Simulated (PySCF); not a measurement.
# Shapes and spin states of TcSCl₂

Level of theory: PySCF, PBE0, basis Tc def2-SVP with ECP28, S def2-SVP, Cl def2-SVP (scalar-relativistic core potentials, no spin–orbit coupling, density fitting).

Relaxations began from a few typed shapes and spin states; open shells are unrestricted. The search is not exhaustive: other isomers or separated fragments can lie lower, and high-lying points may rest on an excited occupation.

Order these stationary points by electronic energy, lowest first, in kJ/mol from the lowest minimum.
A. doublet (⟨S²⟩ 1.34) C2v: Tc–Cl 2.222 Å (×2), Tc–S 2.041 Å; Cl–Tc–Cl 126.9°, Cl–Tc–S 116.6° (×2)
B. doublet C2v: Tc–Cl 2.213 Å (×2), Tc–S 2.026 Å; Cl–Tc–Cl 124.0°, Cl–Tc–S 118.0° (×2)
C. quartet C2v: Tc–Cl 2.243 Å (×2), Tc–S 2.077 Å; Cl–Tc–Cl 132.6°, Cl–Tc–S 113.7° (×2)
D. broken-symmetry Ms = 1/2 (⟨S²⟩ 1.79) C2v: Tc–Cl 2.236 Å (×2), Tc–S 2.079 Å; Cl–Tc–Cl 132.5°, Cl–Tc–S 113.7° (×2)

C (0.0), A (37.0), B (44.9), D (49.3).

Which of them are minima?

By energy in kJ/mol, 0.0: minimum; 37.0: minimum; 44.9: minimum; 49.3: minimum.

Formally Tc is in oxidation state +4, d3, with 3 unpaired electrons (the high-spin count). The Mulliken spin on Tc is 2.76. The polar-tensor charge on Tc, 1.23, is far below the formal one.

For the lowest minimum: with open d or f shells other occupations or spin states may lie lower.

The electron or spin density has lower symmetry than the nuclear frame for the doublet (⟨S²⟩ 1.34) C2v at 37.0 kJ/mol.
